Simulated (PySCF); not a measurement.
BiH₇Si₂, SMILES [SiH3][BiH][SiH3]. Coordinates come from a PBE-D3(BJ)/def2-SVP optimisation. The structure was generated by enumeration; whether it is a known compound was not checked. The def2 effective core potentials stand for the cores of Bi; spin–orbit coupling is left out.

Computed equilibrium geometry at PBE-D3(BJ)/def2-SVP (PySCF confirms it by a frequency run) as bond lengths and angles, and its point group:
point group Cs.
Atoms: Bi1 H2 Si3 H4 H5 H6 Si7 H8 H9 H10. Bonded distances (Å): Bi1–H2 1.819, Bi1–Si3 2.695, Bi1–Si7 2.695, Si3–H4 1.505, Si3–H5 1.507, Si3–H6 1.506, Si7–H8 1.505, Si7–H9 1.506, Si7–H10 1.507. Bond angles (°): H2–Bi1–Si3 89.1, H2–Bi1–Si7 89.1, Si3–Bi1–Si7 87.4, Bi1–Si3–H4 112.1, Bi1–Si3–H5 108.7, Bi1–Si3–H6 110.2, H4–Si3–H5 108.7, H4–Si3–H6 108.9, H5–Si3–H6 108.3, Bi1–Si7–H8 112.1, Bi1–Si7–H9 110.2, Bi1–Si7–H10 108.7, H8–Si7–H9 108.9, H8–Si7–H10 108.7, H9–Si7–H10 108.3.
